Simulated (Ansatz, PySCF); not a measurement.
This triplet is an excited state, 1.60 eV above the relaxed singlet at the level frozen-core CCSD(T)/cc-pVTZ // PBE0-D3(BJ)/def2-SVP (Ansatz, a first-principles code).

Cartesian coordinates (Å):
```xyz
7

C     -1.1304     0.0835    -0.0235
Si     0.4391    -0.8973    -0.4560
S      2.2579    -0.4630     0.5778
H     -1.9796    -0.3245    -0.5918
H     -1.0063     1.1458    -0.2847
H     -1.3473    -0.0067     1.0519
H      2.7667     0.4622    -0.2737
```
Charge 0, spin multiplicity 3.

### Question
Predict the dipole moment, highest occupied spin orbital and total energy from ωB97X-D3(BJ)/def2-TZVP // PBE0-D3(BJ)/def2-SVP (PySCF).

### Answer

```yaml
dipole_moment: 1.63 D
highest_occupied_spin_orbital: -7.25 eV
total_energy: -728.2269 Ha
```
